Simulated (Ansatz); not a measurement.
Mulliken charges of `C[NH][AlH][SH]` from PBE/def2-TZVPP in Ansatz (PBE0-D4/def2-TZVP geometry).

```csv
atom,x (Å),y (Å),z (Å),charge (e)
C1,-0.907,1.039,0.087,-0.180
N2,0.247,0.420,0.698,-0.274
Al3,1.181,-1.008,0.243,0.369
S4,0.668,-2.183,-1.531,-0.297
H5,-0.705,2.064,-0.244,0.097
H6,-1.770,1.070,0.763,0.097
H7,-1.215,0.474,-0.796,0.068
H8,0.544,0.917,1.526,0.131
H9,2.408,-1.446,1.130,-0.123
H10,-0.368,-1.398,-1.874,0.112
```

Problem. By hand: the dipole of these point charges (1 e Å = 4.8032 D).

Solution. Σ q r = (-0.256, 0.452, 0.185) e Å, of length 0.551 e Å = 2.65 D.

Problem. How does the dipole of the full density compare? (Best estimate.)

Solution. Ansatz gave: (-0.223, 0.397, 0.165) e Å, 2.33 D; the point charges give 1.14 times that, at 0° from its direction.

Point charges leave out the atoms' own dipoles, such as those of lone pairs, and Mulliken's split depends on the basis, so the close match here is no proof of good charges.
